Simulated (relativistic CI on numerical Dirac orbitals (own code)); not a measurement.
How well does a small relativistic CI reproduce Cd I?

Computed by Dirac-Coulomb-Breit CI, KLI orbitals optimised for each configuration, a model potential for QED, valence Slater integrals scaled by 0.85, P86 correlation energy added to each configuration (own radial code, finite nucleus).

Configuration list (outside the closed core [Kr] 4d10): 5s2, 5s.5p, 5s.6s, 5s.5d, 5p2, 5s.7s, 5s.6p, 5s.7p, 5s.4f, 5s.6d, 5s.5g, 5s.5f, 5s.7d, 5s.6g, 5d2. Levels of other configurations are missing.

```csv
Configuration,Term (tabulated),J,Measured (cm⁻¹),Computed,Error,Purity (%)
5s2,1S,0,0.0,0,0,96
5s.5p,3P°,0,30114.0,25514,-4600,100
5s.5p,3P°,1,30656.1,26007,-4649,100
5s.5p,3P°,2,31827.0,27003,-4823,99
5s.5p,1P°,1,43692.4,41637,-2055,87
5s.6s,3S,1,51484.0,46466,-5018,100
5s.6s,1S,0,53310.1,48348,-4962,99
5s.5d,1D,2,59219.7,53627,-5593,95
5s.5d,3D,1,59485.8,54191,-5295,100
5s.5d,3D,2,59497.9,54197,-5301,100
5s.5d,3D,3,59516.0,54206,-5310,100
```

Measured levels from NIST Handbook of Basic Atomic Spectroscopic Data (Sansonetti and Martin, J. Phys. Chem. Ref. Data 34, 1559 (2005)); pairs were made by configuration, J and term (by order where the table uses no LS term), so strongly mixed levels may be paired wrongly.

Mean error by configuration (cm⁻¹): 5s.5p -4032; 5s.6s -4990; 5s.5d -5375. Over the excited levels the mean absolute error is 4761 cm⁻¹ (10 of the 10 excited levels that our extract of the source holds in range could be paired), and the median relative error of those above 1,000 cm⁻¹ is 9.4 %.

Transition probabilities of persistent lines. The last column rescales the computed rate by the cube of measured over computed energy:

```csv
λ measured (Å),Lower,Upper,A tabulated (s⁻¹),A computed,A rescaled
2288.02 air,5s2 1S_0,5s.5p 1P°_1,5.30e+08,6.49e+08,7.50e+08
3403.65 air,5s.5p 3P°_0,5s.5d 3D_1,7.70e+07,9.03e+07,9.71e+07
3466.20 air,5s.5p 3P°_1,5s.5d 3D_2,1.20e+08,1.21e+08,1.29e+08
3467.66 air,5s.5p 3P°_1,5s.5d 3D_1,6.70e+07,6.63e+07,7.10e+07
3610.51 air,5s.5p 3P°_2,5s.5d 3D_3,1.30e+08,1.56e+08,1.65e+08
3612.87 air,5s.5p 3P°_2,5s.5d 3D_2,3.50e+07,3.85e+07,4.06e+07
4678.15 air,5s.5p 3P°_0,5s.6s 3S_1,1.30e+07,1.58e+07,1.68e+07
4799.91 air,5s.5p 3P°_1,5s.6s 3S_1,4.10e+07,4.63e+07,4.88e+07
5085.82 air,5s.5p 3P°_2,5s.6s 3S_1,5.60e+07,7.31e+07,7.53e+07
6438.47 air,5s.5p 1P°_1,5s.5d 1D_2,5.90e+07,4.65e+07,1.01e+08
```
